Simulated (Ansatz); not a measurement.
Consider the substitution at a C–C bond: `C[CH](Cl)[GeH3]` + `C[O][Ga]([OH])[OH]` → `C[O][Ga]([OH])[O]C` + `Cl[CH2][GeH3]`.

Calculated with Ansatz (gas phase, PBE0-D4/def2-TZVP geometries, no zero-point term in ΔE). CBS: MP2 limit from def2 TZ/QZ plus the TZ coupled-cluster correction, frozen cores. DFT in def2-TZVPP. For Ga, Ge outer-core shells are correlated without core-valence functions, which leaves a few kJ/mol of doubt a bond. Scalar relativity is left out up to krypton. Each species was taken in one conformer, which may not be the lowest.

| level | ΔE (kJ/mol) |
| --- | --- |
| ωB97X-V | 63.8 |
| ωB97M-V | 67.6 |
| B2PLYP | 64.0 |
| PBE | 64.2 |
| HF/def2-TZVPP | 53.1 |
| SCS-MP2/def2-QZVPP | 70.9 |
| MP2/CBS(def2) | 79.9 |
| CCSD/CBS(def2) | 70.3 |

**Question.** What does CCSD(T)/CBS give? (An estimate is asked.)

**Answer.** Ansatz gave: +72.1 kJ/mol. The listed levels differ from it by -8.3, -4.5, -8.1, -7.9, -19.0, -1.2, 7.8, -1.8 kJ/mol.

Largest T1 diagnostic among the species: 0.014.

In def2-TZVPP, CCSD(T) changes the Hartree–Fock value by +15.2 kJ/mol (the triples alone add +1.8 kJ/mol) and MP2 by +23.0 kJ/mol. The D4 term adds +3.4 kJ/mol with B3LYP and +1.7 kJ/mol with PBE0; it sums over pairs of atoms, weighted by their polarisabilities, and B3LYP, whose exchange is more repulsive, gets the larger term.

B3LYP here is the variant with VWN-RPA as its local correlation; programs differ in this.
